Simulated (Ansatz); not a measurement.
C$_{3}$H$_{7}$NSi (`C=C=C(N)[SiH3]`). The species carries charge 0 and has multiplicity 1.

| atom | x (Å) | y (Å) | z (Å) |
| --- | --- | --- | --- |
| C1 | -2.299 | 0.345 | 0.285 |
| C2 | -0.998 | 0.287 | 0.280 |
| C3 | 0.306 | 0.169 | 0.259 |
| N4 | 1.182 | 0.735 | 1.200 |
| Si5 | 1.028 | -0.977 | -1.033 |
| H6 | -2.838 | 1.093 | -0.291 |
| H7 | -2.898 | -0.351 | 0.867 |
| H8 | 2.049 | 1.062 | 0.798 |
| H9 | 0.759 | 1.453 | 1.770 |
| H10 | 2.161 | -0.284 | -1.711 |
| H11 | 1.568 | -2.210 | -0.402 |
| H12 | -0.020 | -1.321 | -2.022 |

**Question.** What are the harmonic wavenumbers in cm⁻¹ at PBE0-D4/def2-TZVP (Ansatz, finite differences of forces, unscaled)? (An estimate is asked.)

**Answer.** Computed: 102, 140, 215, 255, 303, 387, 498, 625, 631, 674, 693, 714, 892, 917, 930, 952, 1018, 1039, 1257, 1326, 1482, 1653, 2046, 2200, 2224, 2261, 3119, 3191, 3551, 3651.

**Question.** Is this a minimum?

**Answer.** Yes, all 30 modes are real.

**Question.** Give the ideal-gas thermochemistry at 298.15 K and 1 bar (rigid rotor, harmonic oscillator; point group C1, symmetry number 1).

**Answer.** Zero-point energy 232.9 kJ/mol; H(298) − E = 254.2 kJ/mol; entropy 341.2 J/(mol·K), of which translation 164.3, rotation 112.0, vibration 64.9; G(298) − E = 152.4 kJ/mol.

**Question.** And at 400, 500, 600, 800 and 1000 K?

**Answer.** 
```
T (K)  H − E (kJ/mol)  S (J/mol/K)  G − E (kJ/mol)
  400           267.1        378.3           115.8
  500           282.0        411.6            76.3
  600           298.7        442.0            33.6
  800           336.3        495.8           -60.4
 1000           378.1        542.3          -164.3
```

**Question.** Rotational constants (cm⁻¹)?

**Answer.** 0.1842, 0.09421, 0.06471.
